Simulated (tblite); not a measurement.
Species: zinc hydride cyanide, CHNZn (singlet state).
Numbering: `[N:1]#[C:2][ZnH:3]` (hydrogens: H4 on Zn3)

Computed with GFN2-xTB (tblite), gas phase: L-BFGS steps from a force-field or distance-geometry start until the largest atomic force falls under 0.01 eV/Å.

Step 2: E = -164.6018 eV
```
atom  x, y, z in Å  |  force x, y, z in eV/Å
N1     -1.9045    0.9673    0.6107   -0.072   0.020   0.019
C2     -0.9871    0.2838    0.5708    0.381  -0.333   0.006
Zn3     0.7632   -0.6562    0.3257   -0.442   0.516  -0.067
H4      2.1387   -0.5902   -0.2406    0.133  -0.203   0.042
```

Step 3: E = -164.6281 eV
```
atom  x, y, z in Å  |  force x, y, z in eV/Å
N1     -1.8793    0.9531    0.6075    0.035  -0.098   0.032
C2     -0.9689    0.2563    0.5765   -0.207   0.087   0.040
Zn3     0.7507   -0.5926    0.3010   -0.337   0.187   0.044
H4      2.1078   -0.6121   -0.2184    0.509  -0.176  -0.116
```

Problem. Estimate the geometry and energy of step 4. (The exact step hangs on the optimiser's Hessian estimate; all steps are aligned on step 3, rigid shifts and turns removed.)

Solution. E = -164.6340 eV, largest force 0.390 eV/Å
```
atom  x, y, z in Å  |  force x, y, z in eV/Å
N1     -1.8804    0.9527    0.6081   -0.054  -0.030   0.035
C2     -0.9705    0.2569    0.5769   -0.155   0.039   0.042
Zn3     0.7455   -0.5905    0.3020   -0.137   0.162  -0.022
H4      2.1156   -0.6144   -0.2203    0.346  -0.171  -0.055
```

The energy changes by -0.0059 eV. The first-order estimate −F·Δx gives -0.0072 eV and the mean of the old and new forces, exact on a quadratic surface, -0.0059 eV. The step makes an angle of 15° with the force vector and moves no atom by more than 0.008 Å.

The cost below is that of the whole relaxation. On one thread of an Intel Xeon Platinum 8488C (shared host), this took under 0.1 s wall.
